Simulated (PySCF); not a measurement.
**Spinor energies of Xe⁺ (xenon, charge +1)**

Start: [Kr] 4d10 5s2 5p5; 5p1/2 filled at m_j = +1/2; 5p3/2 filled at m_j = -3/2, -1/2, +1/2, +3/2. Calculated with PySCF 2.14 in x2c-TZVPPall-2c (8s9p5d2f, 74 functions): generalised Hartree-Fock with the X2C-1e Hamiltonian and a Gaussian nucleus; one run each with spin-orbit coupling (SO) screened by Boettger's factors, then bare. This is a chosen level, not necessarily the ground level.

```json
{"spinor shell": "1s1/2", "electrons": "2", "ε, screened SO (eV)": "-34734.0", "ε, bare SO (eV)": "-34733.6", "weight of nominal j (bare SO)": "1.000", "rms radius, bare SO (bohr)": "0.0305"}
{"spinor shell": "2s1/2", "electrons": "2", "ε, screened SO (eV)": "-5515.9", "ε, bare SO (eV)": "-5515.8", "weight of nominal j (bare SO)": "1.000", "rms radius, bare SO (bohr)": "0.124"}
{"spinor shell": "2p1/2", "electrons": "2", "ε, screened SO (eV)": "-5170.5", "ε, bare SO (eV)": "-5180.0", "weight of nominal j (bare SO)": "1.000", "rms radius, bare SO (bohr)": "0.107"}
{"spinor shell": "2p3/2", "electrons": "4", "ε, screened SO (eV)": "-4843.1", "ε, bare SO (eV)": "-4839.3", "weight of nominal j (bare SO)": "1.000", "rms radius, bare SO (bohr)": "0.112"}
{"spinor shell": "3s1/2", "electrons": "2", "ε, screened SO (eV)": "-1180.0", "ε, bare SO (eV)": "-1180.0", "weight of nominal j (bare SO)": "1.000", "rms radius, bare SO (bohr)": "0.326"}
{"spinor shell": "3p1/2", "electrons": "2", "ε, screened SO (eV)": "-1035.1", "ε, bare SO (eV)": "-1037.0", "weight of nominal j (bare SO)": "1.000", "rms radius, bare SO (bohr)": "0.318"}
{"spinor shell": "3p3/2", "electrons": "4", "ε, screened SO (eV)": "-971.15", "ε, bare SO (eV)": "-970.41", "weight of nominal j (bare SO)": "1.000", "rms radius, bare SO (bohr)": "0.330"}
{"spinor shell": "3d3/2", "electrons": "4", "ε, screened SO (eV)": "-718.49", "ε, bare SO (eV)": "-720.32", "weight of nominal j (bare SO)": "1.000", "rms radius, bare SO (bohr)": "0.302"}
{"spinor shell": "3d5/2", "electrons": "6", "ε, screened SO (eV)": "-705.23", "ε, bare SO (eV)": "-704.04", "weight of nominal j (bare SO)": "1.000", "rms radius, bare SO (bohr)": "0.306"}
{"spinor shell": "4s1/2", "electrons": "2", "ε, screened SO (eV)": "-239.62", "ε, bare SO (eV)": "-239.62", "weight of nominal j (bare SO)": "1.000", "rms radius, bare SO (bohr)": "0.762"}
{"spinor shell": "4p1/2", "electrons": "2", "ε, screened SO (eV)": "-185.82", "ε, bare SO (eV)": "-186.21", "weight of nominal j (bare SO)": "1.000", "rms radius, bare SO (bohr)": "0.797"}
{"spinor shell": "4p3/2", "electrons": "4", "ε, screened SO (eV)": "-173.15", "ε, bare SO (eV)": "-173.00", "weight of nominal j (bare SO)": "1.000", "rms radius, bare SO (bohr)": "0.824"}
{"spinor shell": "4d3/2", "electrons": "4", "ε, screened SO (eV)": "-84.107", "ε, bare SO (eV)": "-84.407", "weight of nominal j (bare SO)": "1.000", "rms radius, bare SO (bohr)": "0.935"}
{"spinor shell": "5s1/2", "electrons": "2", "ε, screened SO (eV)": "-36.522", "ε, bare SO (eV)": "-36.526", "weight of nominal j (bare SO)": "0.998", "rms radius, bare SO (bohr)": "1.98"}
{"spinor shell": "5p1/2", "electrons": "1", "ε, screened SO (eV)": "-23.484", "ε, bare SO (eV)": "-23.534", "weight of nominal j (bare SO)": "1.000", "rms radius, bare SO (bohr)": "2.28"}
{"spinor shell": "5p3/2", "electrons": "4", "ε, screened SO (eV)": "-20.993", "ε, bare SO (eV)": "-20.979", "weight of nominal j (bare SO)": "0.998", "rms radius, bare SO (bohr)": "2.40"}
```

Q: Where does 4d5/2 lie, and what is the 4d spin-orbit splitting (bare SO)?

A: At -81.877 eV, 2.530 eV above 4d3/2.

```json
{"quantity": "E (hartree)", "screened SO": "-7444.29041", "bare SO": "-7444.49382"}
{"quantity": "M_J", "screened SO": "1/2", "bare SO": "1/2"}
{"quantity": "⟨J²⟩", "screened SO": "0.777", "bare SO": "0.776"}
{"quantity": "⟨L²⟩", "screened SO": "2.057", "bare SO": "2.060"}
{"quantity": "⟨S²⟩", "screened SO": "0.788", "bare SO": "0.791"}
```

Each row is a mean over spinors that exchange with the open shell spreads, by up to 1.336 eV (5s1/2).

Breit and QED terms are absent; they matter most for the inner s and p1/2 levels.

Densities and radii are taken from the X2C orbitals without a picture-change correction, which distorts them close to the nucleus.
